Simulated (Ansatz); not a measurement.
The multiplicity is imposed and other spin states were not computed.

Method: PBE-D3(BJ)/def2-SVP run with Ansatz (a program for electronic structure). No frequencies were computed at this level.

Ansatz 0.2 input:
```yaml
crystal:
  periodic: [false, false, false]
  atoms:
    - { symbol: Pt, position_ang: [0.115851, 0.197204, 0.097028] }
    - { symbol: O, position_ang: [1.479391, 2.589369, 1.257593] }
    - { symbol: C, position_ang: [0.956409, 1.672124, 0.81253] }
basis:
  gaussian: { orbitals: def2-svp }
hamiltonian:
  xc: pbe
  dispersion: d3bj
relax:
  max_steps: 150
```

Output:

```
Functional definition: PBE
634 factors; their error is unknown
mean field evaluation 1: about -6324.1430 eV, gradient 4.0e1 eV
mean field evaluation 2: about -6311.8264 eV, gradient 8.5e1 eV
mean field evaluation 4: about -6327.2550 eV, gradient 9.7e0 eV
mean field evaluation 8: about -6327.4757 eV, gradient 8.0e-2 eV
mean field evaluation 16: about -6327.4453 eV, gradient 3.8e-5 eV
mean field -6327.44528309 eV, -232.5293252569 hartree, gradient 3.8e-5 eV, S^2 0.000000; 0 other end points of the search recorded, 0 dependent functions left out
reference -6327.44531422 eV, -232.5293264012 hartree; 16, 16 occupied and 44, 44 virtual orbitals, 634 factors
relax step   1: F+E_penalty+E_count = -6327.49523943 eV  Δ(F+E_penalty+E_count) = +0.000e0 eV  max|allowed force component| = 3.086e0 eV/Å  Δτ_max = 0.0000 Å  (27 SCF iters, accepted)
these checks for a lower state are left out or cut short: starts, cluster_reference, orbital_swaps, neighbouring_geometries, increment
634 factors; their error is unknown
mean field -6327.53953956 eV, -232.5327891185 hartree, gradient 2.3e-5 eV, S^2 0.000000; 0 other end points of the search recorded, 0 dependent functions left out
reference -6327.53957058 eV, -232.5327902585 hartree; 16, 16 occupied and 44, 44 virtual orbitals, 634 factors
relax step   2: F+E_penalty+E_count = -6327.58967766 eV  Δ(F+E_penalty+E_count) = -9.444e-2 eV  max|allowed force component| = 8.049e-1 eV/Å  Δτ_max = 0.0321 Å  (37 SCF iters, accepted)
these checks for a lower state are left out or cut short: starts, cluster_reference, orbital_swaps, neighbouring_geometries, increment
634 factors; their error is unknown
mean field evaluation 32: about -6327.5468 eV, gradient 2.4e-5 eV
mean field -6327.54680525 eV, -232.5330561277 hartree, gradient 2.4e-5 eV, S^2 0.000000; 0 other end points of the search recorded, 0 dependent functions left out
reference -6327.54683626 eV, -232.5330572672 hartree; 16, 16 occupied and 44, 44 virtual orbitals, 634 factors
relax step   3: F+E_penalty+E_count = -6327.59702385 eV  Δ(F+E_penalty+E_count) = -7.346e-3 eV  max|allowed force component| = 8.405e-2 eV/Å  Δτ_max = 0.0141 Å  (31 SCF iters, accepted)
these checks for a lower state are left out or cut short: starts, cluster_reference, orbital_swaps, neighbouring_geometries, increment
634 factors; their error is unknown
mean field -6327.54652307 eV, -232.5330457577 hartree, gradient 2.3e-5 eV, S^2 0.000000; 0 other end points of the search recorded, 0 dependent functions left out
reference -6327.54655406 eV, -232.5330468965 hartree; 16, 16 occupied and 44, 44 virtual orbitals, 634 factors
relax step   4: F+E_penalty+E_count = -6327.59672459 eV  Δ(F+E_penalty+E_count) = +2.993e-4 eV  max|allowed force component| = 2.703e-1 eV/Å  Δτ_max = 0.0026 Å  (32 SCF iters, rejected (line search))
these checks for a lower state are left out or cut short: starts, cluster_reference, orbital_swaps, neighbouring_geometries, increment
634 factors; their error is unknown
mean field -6327.54695536 eV, -232.5330616442 hartree, gradient 2.4e-5 eV, S^2 0.000000; 0 other end points of the search recorded, 0 dependent functions left out
reference -6327.54698637 eV, -232.5330627836 hartree; 16, 16 occupied and 44, 44 virtual orbitals, 634 factors
relax step   5: F+E_penalty+E_count = -6327.59716561 eV  Δ(F+E_penalty+E_count) = -1.418e-4 eV  max|allowed force component| = 3.124e-2 eV/Å  Δτ_max = 0.0013 Å  (32 SCF iters, accepted)
these checks for a lower state are left out or cut short: starts, cluster_reference, orbital_swaps, neighbouring_geometries, increment
634 factors; their error is unknown
mean field -6327.54698339 eV, -232.5330626743 hartree, gradient 2.3e-5 eV, S^2 0.000000; 0 other end points of the search recorded, 0 dependent functions left out
reference -6327.54701440 eV, -232.5330638137 hartree; 16, 16 occupied and 44, 44 virtual orbitals, 634 factors
relax step   6: F+E_penalty+E_count = -6327.59718863 eV  Δ(F+E_penalty+E_count) = -2.302e-5 eV  max|allowed force component| = 1.504e-4 eV/Å  Δτ_max = 0.0008 Å  (32 SCF iters, accepted)
634 factors; their error is unknown
mean field evaluation 64: about -6327.3411 eV, gradient 1.1e1 eV
mean field -6327.54698339 eV, -232.5330626743 hartree, gradient 2.3e-5 eV, S^2 0.000000; 1 other end points of the search recorded, 0 dependent functions left out
reference -6327.54701440 eV, -232.5330638137 hartree; 16, 16 occupied and 44, 44 virtual orbitals, 634 factors
Total energy: -6327.59721963 eV, -232.5349088220 hartree
Atom 0 at     0.135995     0.232610     0.114190 Å, force    -0.000106    -0.000150    -0.000081 eV/Å
Atom 1 at     1.473656     2.579404     1.252737 Å, force    -0.000008     0.000041     0.000008 eV/Å
Atom 2 at     0.942000     1.646683     0.800224 Å, force     0.000115     0.000109     0.000074 eV/Å
Dipole moment:    -0.201047    -0.352720    -0.171121 e Å
```

Cost: roughly 8 core-seconds.
